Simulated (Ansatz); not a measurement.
Reaction (substitution at a C–As bond): `C[As](C)[SiH3]` + `O[SiH](O)S` → `CS[SiH](O)O` + `C[AsH][SiH3]`

Computed with Ansatz on PBE0-D4/def2-TZVP structures; ΔE is electronic, products minus reactants. CCSD(T)/CBS adds triple-zeta CCSD(T) − MP2 to the extrapolated MP2 energy (def2 sets, frozen cores). Functionals use def2-TZVPP. For As outer-core shells are correlated without core-valence functions, which leaves a few kJ/mol of doubt a bond. Scalar relativity is left out up to krypton. One conformer a species, not always the lowest.

```json
{"level": "PBE-D4", "ΔE (kJ/mol)": "21.9", "difference from CCSD(T)/CBS": "-4.0"}
{"level": "r2SCAN-D4", "ΔE (kJ/mol)": "23.1", "difference from CCSD(T)/CBS": "-2.8"}
{"level": "ωB97X-V", "ΔE (kJ/mol)": "22.8", "difference from CCSD(T)/CBS": "-3.1"}
{"level": "ωB97M-V", "ΔE (kJ/mol)": "24.5", "difference from CCSD(T)/CBS": "-1.4"}
{"level": "r2SCAN", "ΔE (kJ/mol)": "22.7", "difference from CCSD(T)/CBS": "-3.2"}
{"level": "MP2/def2-TZVPP", "ΔE (kJ/mol)": "31.4", "difference from CCSD(T)/CBS": "5.5"}
{"level": "SCS-MP2/def2-TZVPP", "ΔE (kJ/mol)": "28.9", "difference from CCSD(T)/CBS": "3.0"}
{"level": "CCSD/def2-TZVPP", "ΔE (kJ/mol)": "28.5", "difference from CCSD(T)/CBS": "2.6"}
{"level": "SCS-MP2/def2-QZVPP", "ΔE (kJ/mol)": "27.1", "difference from CCSD(T)/CBS": "1.2"}
{"level": "HF/CBS(def2)", "ΔE (kJ/mol)": "20.0", "difference from CCSD(T)/CBS": "-5.9"}
{"level": "CCSD(T)/CBS", "ΔE (kJ/mol)": "25.9", "difference from CCSD(T)/CBS": "0"}
```

Largest T1 diagnostic among the species: 0.011.

In def2-TZVPP, CCSD(T) changes the Hartree–Fock value by +8.6 kJ/mol (the triples alone add +0.4 kJ/mol) and MP2 by +11.1 kJ/mol.
